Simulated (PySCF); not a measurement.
F$_{4}$Ti, triplet, geometry from GFN2-xTB (such geometries of metal compounds can be far from the true shape) (the multiplicity is a formal guess). Base run: B3LYP/6-31G in PySCF.

Here is a job for PySCF.
```python
from pyscf import gto, scf, dft, solvent

mol = gto.Mole()
mol.atom = '''
    Ti   -0.00000000    0.00000000    0.00000000
    F     1.26888633    0.24987301   -1.21884576
    F     1.12655874   -0.58169741    1.24522590
    F    -1.25955692   -0.37453537   -1.19638357
    F    -1.13588815    0.70635977    1.17000342
'''
mol.basis = '6-31g'
mol.spin = 2
mol.verbose = 4
mol.build()

mf = dft.UKS(mol)
mf.xc = 'b3lyp'
mf.kernel()
```

Each row names what was changed in the base input (with any setting that the change needs).

| change | ΔE vs base (kcal/mol) | dipole (D) |
|---|---|---|
| base | 0.000 | 0.00 |
| model = IEF-PCM; solvent = dichloromethane; vdw_scale = 1.1 | -5.97 | 0.00 |
| model = IEF-PCM; solvent = dichloromethane; r_probe = 0.5 | -1.34 | 0.00 |
| model = IEF-PCM; solvent = toluene | -2.11 | 0.00 |
| model = IEF-PCM; solvent = 2-propanol | -4.24 | 0.00 |
| model = C-PCM; solvent = dichloromethane | -4.08 | 0.00 |
| model = IEF-PCM; solvent = dichloromethane; lebedev_order = 41 | -3.83 | 0.00 |
| model = IEF-PCM; solvent = dichloromethane; vdw_scale = 1.0 | -9.85 | 0.01 |
| model = IEF-PCM; solvent = water | -4.52 | 0.00 |
| model = SS(V)PE; solvent = dichloromethane | -3.80 | 0.00 |
| model = IEF-PCM; solvent = dichloromethane | -3.83 | 0.00 |
| model = ddCOSMO; solvent = dichloromethane | -11.45 | 0.07 |

The base is the gas phase, so ΔE is the electrostatic part of solvation at a fixed geometry, without cavity and dispersion terms.

Open shells are given as the SCF converged; they aren't shown to be the lowest states, and a large step between rows can be another state.
